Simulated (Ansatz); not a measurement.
`COB(N)Br`, charge 0, multiplicity 1.

Question: Give a relaxed structure at PBE0-D4/def2-TZVP (Ansatz). (Estimate.)

Answer: The calculation gave: 
Z-matrix (Å, degrees):
```
C
O 1 1.410
H 1 1.095 2 111.3
H 1 1.089 2 107.8 3 -119.0
H 1 1.095 2 111.3 3 122.0
B 2 1.353 1 120.4 3 -61.2
Br 6 1.942 2 116.3 1 -180.0
N 6 1.398 2 125.2 1 0.0
H 8 1.005 6 123.6 2 0.0
H 8 1.003 6 121.9 2 -180.0
```
Point group Cs.
This is one stationary point; other conformers may exist.
